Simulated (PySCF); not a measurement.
CH5BrOSi, singlet, geometry from GFN2-xTB, with bond 7-4 at 2.4 times its length; CASSCF(4,5)/STO-3G (PySCF).

PySCF was given this input:
```python
from pyscf import gto, scf, mcscf
import numpy

mol = gto.M(
    atom='''
Si    0.423838   -0.161784    1.078923
Br    0.646064    0.214871   -1.091288
O    -1.087347   -0.619520    1.377011
C    -2.313783   -0.053068    1.024132
H     1.164866   -1.348755    1.431810
H     0.797690    1.102568    1.693684
H    -2.749742    2.131831    2.405927
H    -3.093894   -0.781422    1.245558
H    -2.337718    0.189362   -0.041643
''',
    basis='sto-3g',
    charge=0,
    spin=0,
    verbose=4,
)

mf = scf.RHF(mol)
mf.kernel()
mc = mcscf.CASSCF(mf, 5, 4)
mc.fix_spin_(ss=0.0)
mc.kernel()
occ = numpy.linalg.eigvalsh(mc.fcisolver.make_rdm1(mc.ci, mc.ncas, mc.nelecas))[::-1]
ss = mc.fcisolver.spin_square(mc.ci, mc.ncas, mc.nelecas)[0]
print('natural occupations', occ.round(4), ' <S^2>', round(ss, 4))
```

It wrote (shortened):

```
PySCF version 2.14.0

[INPUT] verbose = 4
[INPUT] num. atoms = 9
[INPUT] num. electrons = 68
[INPUT] charge = 0
[INPUT] spin (= nelec alpha-beta = 2S) = 0
[INPUT] symmetry False subgroup None
[INPUT] Mole.unit = angstrom
[INPUT] Symbol           X                Y                Z      unit          X                Y                Z       unit  Magmom
[INPUT]  1 Si     0.423838000000  -0.161784000000   1.078923000000 AA    0.800937741183  -0.305727451337   2.038868979494 Bohr   0.0
[INPUT]  2 Br     0.646064000000   0.214871000000  -1.091288000000 AA    1.220884018941   0.406047342111  -2.062235443024 Bohr   0.0
[INPUT]  3 O     -1.087347000000  -0.619520000000   1.377011000000 AA   -2.054788032367  -1.170723128691   2.602173660513 Bohr   0.0
[INPUT]  4 C     -2.313783000000  -0.053068000000   1.024132000000 AA   -4.372416181675  -0.100283985978   1.935328995403 Bohr   0.0
[INPUT]  5 H      1.164866000000  -1.348755000000   1.431810000000 AA    2.201277711818  -2.548777559138   2.705728762414 Bohr   0.0
[INPUT]  6 H      0.797690000000   1.102568000000   1.693684000000 AA    1.507415632304   2.083551553709   3.200598901558 Bohr   0.0
[INPUT]  7 H     -2.749742000000   2.131831000000   2.405927000000 AA   -5.196259293214   4.028576733858   4.546543105696 Bohr   0.0
[INPUT]  8 H     -3.093894000000  -0.781422000000   1.245558000000 AA   -5.846612318435  -1.476673567710   2.353763492261 Bohr   0.0
[INPUT]  9 H     -2.337718000000   0.189362000000  -0.041643000000 AA   -4.417646776466   0.357842318400  -0.078693865005 Bohr   0.0

nuclear repulsion = 328.01568099257
number of shells = 24
number of NR pGTOs = 126
number of NR cGTOs = 42
basis = sto-3g
ecp = {}

******** <class 'pyscf.scf.hf.RHF'> ********
method = RHF
initial guess = minao
damping factor = 0
level_shift factor = 0
DIIS = <class 'pyscf.scf.diis.CDIIS'>
diis_start_cycle = 1
diis_space = 8
diis_damp = 0
SCF conv_tol = 1e-09
SCF conv_tol_grad = None
SCF max_cycles = 50
direct_scf = True
direct_scf_tol = 1e-13
Set gradient conv threshold to 3.16228e-05
Initial guess from minao.
init E= -2940.52386622269
  HOMO = -0.217274444251221  LUMO = -0.112129748475917  gap/eV = 2.86113
cycle= 1 E= -2944.01520440723  delta_E= -3.49  |g|= 0.511  |ddm|= 3.42
  HOMO = -0.174119267114941  LUMO = 0.0849398211024142  gap/eV = 7.04936
cycle= 2 E= -2944.09840853134  delta_E= -0.0832  |g|= 0.324  |ddm|= 1.38
  HOMO = -0.182084732355625  LUMO = 0.0970743621389883  gap/eV = 7.59631
cycle= 3 E= -2944.14146016845  delta_E= -0.0431  |g|= 0.108  |ddm|= 0.745
  HOMO = -0.180483155397326  LUMO = 0.0980757697411816  gap/eV = 7.57997
cycle= 4 E= -2944.14751403938  delta_E= -0.00605  |g|= 0.0268  |ddm|= 0.245
  HOMO = -0.182375750442599  LUMO = 0.102291231697651  gap/eV = 7.74618
cycle= 5 E= -2944.14790588038  delta_E= -0.000392  |g|= 0.00491  |ddm|= 0.0619
  HOMO = -0.181360734767007  LUMO = 0.102912292497772  gap/eV = 7.73546
cycle= 6 E= -2944.14792231601  delta_E= -1.64e-05  |g|= 0.00119  |ddm|= 0.0124
  HOMO = -0.18110594956653  LUMO = 0.102947080702849  gap/eV = 7.72948
cycle= 7 E= -2944.14792346979  delta_E= -1.15e-06  |g|= 0.000327  |ddm|= 0.00316
  HOMO = -0.181122198218648  LUMO = 0.103039116691311  gap/eV = 7.73242
cycle= 8 E= -2944.14792358339  delta_E= -1.14e-07  |g|= 5.92e-05  |ddm|= 0.00112
  HOMO = -0.181119602301743  LUMO = 0.103026419190729  gap/eV = 7.73201
cycle= 9 E= -2944.14792358772  delta_E= -4.33e-09  |g|= 1.22e-05  |ddm|= 0.000236
  HOMO = -0.181122552683137  LUMO = 0.103027903240463  gap/eV = 7.73213
cycle= 10 E= -2944.14792358794  delta_E= -2.2e-10  |g|= 3.86e-06  |ddm|= 5.11e-05
  HOMO = -0.181122507436359  LUMO = 0.103028000666701  gap/eV = 7.73213
Extra cycle  E= -2944.14792358796  delta_E= -1.59e-11  |g|= 2.03e-06  |ddm|= 1.08e-05
converged SCF energy = -2944.14792358796

******** <class 'pyscf.mcscf.mc1step.CASSCF'> ********
CAS (2e+2e, 5o), ncore = 32, nvir = 5
max_cycle_macro = 50
max_cycle_micro = 4
conv_tol = 1e-07
conv_tol_grad = None
orbital rotation max_stepsize = 0.02
orbital rotation threshold for CI restart = 0.01
augmented hessian ah_max_cycle = 30
augmented hessian ah_conv_tol = 1e-12
augmented hessian ah_linear dependence = 1e-14
augmented hessian ah_level shift = 1e-08
augmented hessian ah_start_tol = 2.5
augmented hessian ah_start_cycle = 3
augmented hessian ah_grad_trust_region = 3
kf_trust_region = 3
kf_interval = 4
ci_response_space = 4
ci_grad_trust_region = 3
with_dep4 0
natorb = False
canonicalization = True
sorting_mo_energy = False
ao2mo_level = 2
internal_rotation = False
******** <class 'pyscf.fci.addons.SpinPenaltyFCISolver'> ********
max. cycles = 50
conv_tol = 1e-08
davidson only = True
linear dependence = 1e-12
level shift = 0.001
max iter space = 12
nroots = 1
pspace_size = 400
spin = None
CASCI E = -2944.30776525702  S^2 = 0.0000000
Set conv_tol_grad to 0.000316228
macro iter   1 ( 21 JK    4 micro), CASSCF E = -2944.32129781177  dE = -1.35325547e-02  S^2 = 0.0000000
               |grad[o]|=0.0928  |grad[c]|=0.0206  |ddm|=0.0226  |maxRot[o]|=0.0848
macro iter   2 ( 21 JK    4 micro), CASSCF E = -2944.32162072855  dE = -3.22916773e-04  S^2 = 0.0000000
               |grad[o]|=0.0226  |grad[c]|=0.00806  |ddm|=0.0024  |maxRot[o]|=0.143
macro iter   3 ( 21 JK    4 micro), CASSCF E = -2944.32301975962  dE = -1.39903107e-03  S^2 = 0.0000000
               |grad[o]|=0.0174  |grad[c]|=0.0216  |ddm|=0.0976  |maxRot[o]|=0.268
macro iter   4 ( 21 JK    4 micro), CASSCF E = -2944.32849675628  dE = -5.47699667e-03  S^2 = 0.0000000
               |grad[o]|=0.0173  |grad[c]|=0.0495  |ddm|=0.0174  |maxRot[o]|=0.308
macro iter   5 ( 21 JK    4 micro), CASSCF E = -2944.33167098250  dE = -3.17422621e-03  S^2 = 0.0000000
               |grad[o]|=0.0163  |grad[c]|=0.0167  |ddm|=0.00886  |maxRot[o]|=0.153
macro iter   6 ( 21 JK    4 micro), CASSCF E = -2944.33343343544  dE = -1.76245294e-03  S^2 = 0.0000000
               |grad[o]|=0.0103  |grad[c]|=0.0139  |ddm|=0.00579  |maxRot[o]|=0.308
macro iter   7 ( 21 JK    4 micro), CASSCF E = -2944.33415485524  dE = -7.21419805e-04  S^2 = 0.0000000
               |grad[o]|=0.00569  |grad[c]|=0.00731  |ddm|=0.00609  |maxRot[o]|=0.312
macro iter   8 ( 18 JK    4 micro), CASSCF E = -2944.33439584754  dE = -2.40992297e-04  S^2 = 0.0000000
               |grad[o]|=0.00278  |grad[c]|=0.00299  |ddm|=0.00121  |maxRot[o]|=0.195
macro iter   9 ( 14 JK    4 micro), CASSCF E = -2944.33443051514  dE = -3.46676024e-05  S^2 = 0.0000000
               |grad[o]|=0.000845  |grad[c]|=0.00207  |ddm|=0.00164  |maxRot[o]|=0.0586
macro iter  10 ( 16 JK    4 micro), CASSCF E = -2944.33444352798  dE = -1.30128365e-05  S^2 = 0.0000000
               |grad[o]|=0.000603  |grad[c]|=0.00113  |ddm|=0.000932  |maxRot[o]|=0.0204
macro iter  11 ( 15 JK    3 micro), CASSCF E = -2944.33444910627  dE = -5.57829162e-06  S^2 = 0.0000000
               |grad[o]|=0.00031  |grad[c]|=0.000544  |ddm|=0.000646  |maxRot[o]|=0.012
macro iter  12 (  5 JK    1 micro), CASSCF E = -2944.33445008319  dE = -9.76922365e-07  S^2 = 0.0000000
               |grad[o]|=0.000131  |grad[c]|=0.000732  |ddm|=0.000172  |maxRot[o]|=0.0049
macro iter  13 (  6 JK    1 micro), CASSCF E = -2944.33445051282  dE = -4.29630290e-07  S^2 = 0.0000000
               |grad[o]|=8.48e-05  |grad[c]|=0.000557  |ddm|=0.000152  |maxRot[o]|=0.0038
macro iter  14 (  4 JK    1 micro), CASSCF E = -2944.33445074800  dE = -2.35172138e-07  S^2 = 0.0000000
               |grad[o]|=6.49e-05  |grad[c]|=0.000413  |ddm|=7.22e-05  |maxRot[o]|=0.00244
macro iter  15 (  3 JK    1 micro), CASSCF E = -2944.33445088306  dE = -1.35068149e-07  S^2 = 0.0000000
               |grad[o]|=5.32e-05  |grad[c]|=0.000316  |ddm|=6.06e-05  |maxRot[o]|=0.00174
macro iter  16 (  3 JK    1 micro), CASSCF E = -2944.33445096119  dE = -7.81233211e-08  S^2 = 0.0000000
               |grad[o]|=3.46e-05  |grad[c]|=0.000241  |ddm|=4.93e-05  |maxRot[o]|=0.00159
1-step CASSCF converged in  16 macro (231 JK  48 micro) steps
CASSCF canonicalization
Density matrix diagonal elements [1.98392847 1.3008653  0.69805114 0.00509872 0.01205637]
CASSCF energy = -2944.33445096119
CASCI E = -2944.33445096119  E(CI) = -3.91436428092811  S^2 = 0.0000000
natural occupations [1.9844e+00 1.3026e+00 6.9710e-01 1.4500e-02 1.4000e-03]  <S^2> 0.0
```
